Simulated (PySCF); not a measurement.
Ta(O)(OH)2(NH2) (H4NO3Ta), SMILES [OH][Ta]([OH])(=[O])[NH2], multiplicity 1.

Geometry: B3LYP-D3(BJ)/def2-SVP. The multiplicity is an assumed one; other spin states were not compared. The def2 effective core potentials stand for the cores of Ta; spin–orbit coupling is left out. Other conformers were not sampled.

Level of theory: TDDFT-LC-ωPBE/def2-SVPD (PySCF).

Vertical excitations. Isolated molecule, no solvent. State labels are in the subgroup Cs.

| state | symmetry | energy (eV) | λ (nm) | f | main pairs |
|---|---|---|---|---|---|
| S1 | A" | 6.37 | 195 | 0.012 | HOMO→LUMO+1 90 % |
| S2 | A" | 7.01 | 177 | 0.000 | HOMO−1→LUMO+1 79 % |
| S3 | A" | 7.15 | 173 | 0.027 | HOMO→LUMO 64 %, HOMO→LUMO+4 26 % |
| T1 | A' | 6.02 | 206 | 0 | HOMO→LUMO+3 78 % |
| T2 | A" | 6.21 | 200 | 0 | HOMO→LUMO+1 90 % |
| T3 | A' | 6.27 | 198 | 0 | HOMO−2→LUMO+1 43 %, HOMO−3→LUMO+1 18 %, HOMO−2→LUMO+6 6 % |
| T4 | A" | 6.61 | 188 | 0 | HOMO−1→LUMO+1 67 % |
Triplets are in the Tamm–Dancoff approximation, which puts them higher than full response would, so one can lie above its singlet here.
